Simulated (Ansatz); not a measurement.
Reaction (formal hydrolysis of the In–O bond): `[CH3][In]([CH3])[O][SiH3]` + H₂O → `[CH3][In]([CH3])[OH]` + `O[SiH3]`

Isolated molecules relaxed with PBE0-D4/def2-TZVP in Ansatz; ΔE leaves out vibrations. CCSD(T)/CBS is the MP2 limit (def2-TZVPP, def2-QZVPP) plus CCSD(T) − MP2 in def2-TZVPP, frozen cores. This one scheme is used for every species. Functionals use def2-TZVPP. B3LYP here is the variant with VWN-RPA as its local correlation; programs differ in this. Elements past krypton have def2 core potentials. For In outer-core shells are correlated without core-valence functions, which leaves a few kJ/mol of doubt a bond. One conformer a species, not always the lowest.

```json
{"level": "B3LYP-D4", "ΔE (kJ/mol)": "27.6"}
{"level": "CCSD/def2-TZVPP", "ΔE (kJ/mol)": "30.0"}
```

What does CCSD(T)/CBS give? (An estimate is asked.)

Ansatz gave: +31.0 kJ/mol. The listed levels differ from it by -3.4, -1.0 kJ/mol.

Largest T1 diagnostic among the species: 0.014.

From BLYP to BHLYP (50 % exact exchange), in def2-TZVPP and without D4, ΔE moves by +9.0 kJ/mol. Leaving LDA and LC-ωPBE aside and taking each functional with its dispersion term where it has one, the values, not all of them listed here, spread over 9.7 kJ/mol, from PBE-D4 to BHLYP-D4.

CCSD(T)/CBS has its own doubt, a few kJ/mol and more with outer-core shells, so smaller differences from it don't rank the levels.
